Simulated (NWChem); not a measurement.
C2H5F3Si; SMILES C(F)(C[SiH2]F)F

```xyz
11

F     -0.5120     2.7054     0.0439
Si     0.4314     1.3812    -0.0372
C     -0.6956    -0.1122     0.1708
C     -0.0898    -1.3903    -0.3392
F     -0.7993    -2.4647     0.0671
F      1.1718    -1.5256     0.1567
H      1.4410     1.4742     1.0486
H      1.0814     1.3602    -1.3778
H     -1.6480     0.0807    -0.3485
H     -0.9275    -0.2445     1.2406
H     -0.0179    -1.4285    -1.4411
```
Atoms are numbered in this order, from 1.

Program: NWChem. Medium grid unless said otherwise, to which SCAN and Minnesota functionals are sensitive. The geometry was optimised at PBE0/def2-SVP. Total energies of different functionals are on different scales.

```
level                   energy (Ha)  highest occupied level (eV)  orbital gap (eV)  dipole (D)
----------------------  -----------  ---------------------------  ----------------  ----------
PBE/def2-TZVP             -667.9425                        -7.95              7.11        0.80
B3LYP/def2-TZVP           -668.5114                        -9.29              9.13        0.88
PW6B95/def2-TZVP          -669.1565                        -9.64              9.68        0.89
r2SCAN/def2-TZVP          -668.2899                   (withheld)        (withheld)        0.84
CAM-B3LYP/def2-TZVP       -668.3868                       -10.96             12.02        0.91
Hartree-Fock/def2-TZVP    -666.1453                       -13.06             16.34        1.03
```

Problem. Complete the blanks.

Solution. 
- r2SCAN/def2-TZVP, highest occupied level (eV): -8.33
- r2SCAN/def2-TZVP, orbital gap (eV): 7.90
